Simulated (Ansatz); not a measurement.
Start from `C=[C](F)[InH2]` and change one atom or group to get `C=C(F)BCl`.

Ansatz, PBE0-D4/def2-TZVP geometries, multiplicity 1. Each molecule was computed in one conformer, which needn't be the lowest.

Elements past krypton have def2 core potentials.

```json
{"property": "LUMO energy (PBE/def2-TZVPP) / eV", "`C=[C](F)[InH2]`": "-2.73"}
{"property": "HOMO–LUMO gap (ωB97M-V/def2-TZVPP) / eV", "`C=[C](F)[InH2]`": "9.41"}
{"property": "HOMO energy (PBE0/def2-TZVPP) / eV", "`C=[C](F)[InH2]`": "-7.63"}
{"property": "HOMO–LUMO gap (B3LYP/def2-TZVPP) / eV", "`C=[C](F)[InH2]`": "5.13"}
{"property": "HOMO–LUMO gap (PBE/def2-TZVPP) / eV", "`C=[C](F)[InH2]`": "3.72"}
{"property": "HOMO energy (ωB97M-V/def2-TZVPP) / eV", "`C=[C](F)[InH2]`": "-9.87"}
```

Task: Give the same properties after the change, and the shifts. (An estimate is asked.)

Result: The calculation gave: 
| property | `C=C(F)BCl` | shift |
| --- | --- | --- |
| LUMO energy (PBE/def2-TZVPP) / eV | -3.21 | -0.48 |
| HOMO–LUMO gap (ωB97M-V/def2-TZVPP) / eV | 10.19 | 0.78 |
| HOMO energy (PBE0/def2-TZVPP) / eV | -8.24 | -0.61 |
| HOMO–LUMO gap (B3LYP/def2-TZVPP) / eV | 5.51 | 0.38 |
| HOMO–LUMO gap (PBE/def2-TZVPP) / eV | 3.83 | 0.11 |
| HOMO energy (ωB97M-V/def2-TZVPP) / eV | -10.44 | -0.57 |

With PBE0 the HOMO falls by 0.61 eV and the LUMO falls by 0.32 eV, so the gap widens by about 0.29 eV. PBE moves the HOMO by -0.58 eV and ωB97M-V by -0.57 eV.

B3LYP here is the variant with VWN-RPA as its local correlation; programs differ in this.
